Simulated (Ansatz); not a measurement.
def2 core potentials replace the inner electrons of Sn.

B3LYP has the VWN-RPA correlation part, as in Gaussian. 

Z-matrix (Å, degrees):
```
Sn
O 1 1.9985
H 2 0.9668 1 111.07
O 1 1.9985 2 105.21 3 -30.45
H 4 0.9667 1 111.12 2 -141.99
O 1 1.9986 2 105.31 3 -141.39
H 6 0.9667 1 111.10 2 -30.98
```
Charge 0, spin multiplicity 2.

Question: What is the computed highest occupied spin orbital, dipole moment and total energy (B3LYP-D3(BJ)/def2-TZVP // PBE0-D3(BJ)/def2-SVP (Ansatz, an electronic-structure program))?

Answer: 
| Item | Result |
|---|---|
| highest occupied spin orbital | -6.77 eV |
| dipole moment | 1.27 D |
| total energy | -12027.37 eV |
